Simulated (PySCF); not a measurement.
**Fractional electron number in Fe²⁺ (iron, charge +2)**

The 3d beta orbital of [Ar] 3d6 is emptied in steps (occupation f), with all orbitals relaxed, ending at [Ar] 3d5. All numbers are calculated (PySCF 2.14, the spin-free X2C one-electron Hamiltonian (Gaussian nucleus), in jorge-DZP-DKH). The exact energy is a straight line in f; departures are measured from the line between the end points of the same method.

```csv
f,UHF (eV),LDA (eV),PBE (eV)
1,0.000,0.000,0.000
0.8,0.403,-1.328,-1.297
0.6,0.581,-2.007,-1.957
0.4,0.559,-2.022,-1.968
0.2,0.359,-1.358,-1.319
0,0.000,0.000,0.000
```

```json
{"method": "UHF", "E(f=0) − E(f=1) (eV)": "28.371", "−ε at f=1 (eV)": "30.994", "−ε at f=0.4 (eV)": "27.799"}
{"method": "LDA", "E(f=0) − E(f=1) (eV)": "31.709", "−ε at f=1 (eV)": "23.468", "−ε at f=0.4 (eV)": "33.319"}
{"method": "PBE", "E(f=0) − E(f=1) (eV)": "31.505", "−ε at f=1 (eV)": "23.445", "−ε at f=0.4 (eV)": "33.094"}
```

Orbital energy along the path (eV):

| f | UHF | LDA | PBE |
| --- | --- | --- | --- |
| 1 | -30.994 | -23.468 | -23.445 |
| 0.8 | -29.800 | -26.679 | -26.602 |
| 0.6 | -28.740 | -29.961 | -29.819 |
| 0.4 | -27.799 | -33.319 | -33.094 |
| 0.2 | -26.960 | -36.751 | -36.419 |
| 0 | -26.210 | -40.258 | -39.779 |

Reference removal energy between the ground levels: 30.651 ± 0.012 eV (measured; NIST Atomic Spectra Database, ionization energies). The calculation has no spin-orbit coupling. The determinant left behind need not be the lowest term of the ion. UHF lacks correlation.
